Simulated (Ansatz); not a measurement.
`[CH3][SnH]([OH])[Br]`, relaxed with RKS PBE-D4/def2-SVP in Ansatz 0.2.0 from a rough embedded geometry. The force threshold is 0.03 eV/Å; the program also tests the step.

Charge 0, multiplicity 1. Sn takes the def2 core potential.

Start:

```xyz
9

C    -0.023    1.140   -0.667
Sn   -0.429   -0.572    0.501
O     0.552   -2.096   -0.244
Br    0.272   -0.230    2.813
H    -0.545    2.062   -0.205
H     1.114    1.396   -0.618
H    -0.313    1.033   -1.719
H    -2.163   -0.872    0.406
H     1.536   -1.861   -0.266
```

Problem. By how much does the energy fall, and how many steps does the optimiser take? (Best estimate.)

Solution. Ansatz gave: 28.29 kJ/mol, in 5 steps.

Problem. Which bonds change most? (Estimate.)

Solution. Computed: Sn2–Br4 from 2.440 to 2.533 Å; C1–H6 from 1.167 to 1.106 Å; C1–H5 from 1.156 to 1.106 Å; C1–Sn2 from 2.112 to 2.160 Å.

Problem. Give the relaxed structure. (Estimate.)

Solution. The calculation gave: 
```xyz
9

C     0.005    1.262   -0.670
Sn   -0.466   -0.542    0.421
O     0.518   -2.140   -0.296
Br    0.308   -0.148    2.800
H    -0.543    2.108   -0.213
H     1.094    1.446   -0.602
H    -0.294    1.141   -1.728
H    -2.102   -1.082    0.448
H     1.480   -2.045   -0.160
```
